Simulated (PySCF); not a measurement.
# Working out the ionisation energy of Cr⁺

Cr⁺ [Ar] 3d5 (6S) → Cr²⁺ [Ar] 3d4 (5D). Calculation: PySCF 2.14, in x2c-TZVPall; the spin-free X2C one-electron Hamiltonian (Gaussian nucleus). Frozen: [Ar]. Energies in hartree (1 hartree = 27.21139 eV):

| part | Cr⁺ (lower) | Cr²⁺ (upper) |
| --- | --- | --- |
| UHF | -1049.422419 | -1048.869936 |
| MP2 opposite-spin | 0.000000 | 0.000000 |
| MP2 same-spin | -0.062346 | -0.031199 |

Q: What does Hartree-Fock give?

A: (-1048.869936) − (-1049.422419) = 0.552483 hartree = 15.034 eV.

Q: What do MP2 and SCS-MP2 (6/5 opposite-spin, 1/3 same-spin) give?

A: The opposite-spin parts differ by 0.000 eV and the same-spin parts by 0.848 eV. MP2: 15.034 + (0.000) + (0.848) = 15.882 eV. SCS-MP2: 15.034 + 1.2 × (0.000) + (0.848)/3 = 15.317 eV.

Reference: 16.486 eV (measured; NIST Atomic Spectra Database, ionization energies), between the lowest levels; spin-orbit coupling is absent from the calculation.

What remains against the reference includes basis incompleteness, the frozen core and correlation beyond second order.
